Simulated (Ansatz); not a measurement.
Z-matrix (Å, degrees):
```
Mo
O 1 1.848
F 1 1.870 2 153.8
S 1 2.078 2 103.1 3 169.9
O 1 1.888 2 85.5 3 60.5
F 1 1.848 2 91.8 3 -80.1
H 2 0.963 1 124.9 3 -8.0
H 5 0.963 1 114.6 2 -166.6
```

Total charge 0; spin multiplicity 1. Mo: def2 effective core potential.

(1) List the PBE0/def2-TZVPP orbital energies in eV (the Gaussian-basis code of Ansatz). (Estimate.)

Answers

(1) Ansatz gave: Occupied: -2423.16, -674.04, -673.76, -524.18, -523.59, -218.52, -162.27, -162.26, -162.24, -75.05, -47.71, -47.65, -47.40, -32.47, -32.28, -28.66, -28.15, -19.72, -15.91, -15.04, -13.77, -13.58, -13.07, -12.77, -12.67, -11.62, -11.52, -10.94, -10.67, -10.31, -9.96, -8.68, -8.60. Lowest empty: -3.72, -3.25, -2.79, -1.88, -0.13, 0.26, 1.06, 1.27.
